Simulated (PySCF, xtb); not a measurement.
In(Me)(Et) (C3H8In), SMILES C[CH2][In+][CH3], charge +1.

GFN2-xTB (xtb) at its own geometry gives an orbital gap of 2.05 eV.

Coordinates come from a PBE0-D3(BJ)/def2-SVP optimisation. The multiplicity is an assumed one; other spin states were not compared. The isomer is the one that the SMILES or the coordinates give; other isomers of the formula were not compared. The def2 effective core potentials stand for the cores of In; spin–orbit coupling is left out. Other conformers were not sampled.

Problem. What does ωB97X/def2-TZVP (PySCF) give? (The exact figures need the calculation; the answer reports its results.)

Solution. gap 10.21 eV (levels -14.77 and -4.56 eV).
